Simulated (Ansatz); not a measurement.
The cluster Al₂Ru₃, relaxed as a singlet with RKS PBE-D4/def2-SVP in Ansatz, starting from the GFN2-xTB geometry. Force threshold 0.02 eV/Å.

In the def2 sets Ru takes a core potential; there is no spin–orbit coupling. An occupied level lies above an empty one. Another isomer (quintet) lies 1.98 eV lower at PBE0-D4/def2-TZVP; other spin states weren't run for this one.

Start:

```xyz
5

Ru   -1.5963    1.2615    0.5108
Ru   -0.3538    1.3707   -1.4940
Ru    0.3888   -0.3998   -0.1971
Al   -0.5419   -0.3717    1.9771
Al    2.1032   -1.8607   -0.7968
```

Estimate the energy that the relaxation releases and the steps that it takes.

47.2 kcal/mol, in 14 steps; 39 s on 4 threads of Arm Neoverse V1 on a shared host. No frequencies were taken in this run, so the end may be a saddle point.

Does the start keep its bonding?

Bonds formed: Ru2–Al5 (atoms count from 1).

Predict the relaxed structure.


Cartesian coordinates in Å:
```
Ru -0.893 1.475 0.505
Ru -0.066 0.817 -1.414
Ru -0.445 -1.280 -0.449
Al -0.408 -0.486 1.785
Al 1.811 -0.526 -0.427
```
Bond lengths (bridged metal pairs left out): 4 × Al–Ru 2.37 to 2.51 Å; 3 × Ru–Ru 2.19 to 2.95 Å.
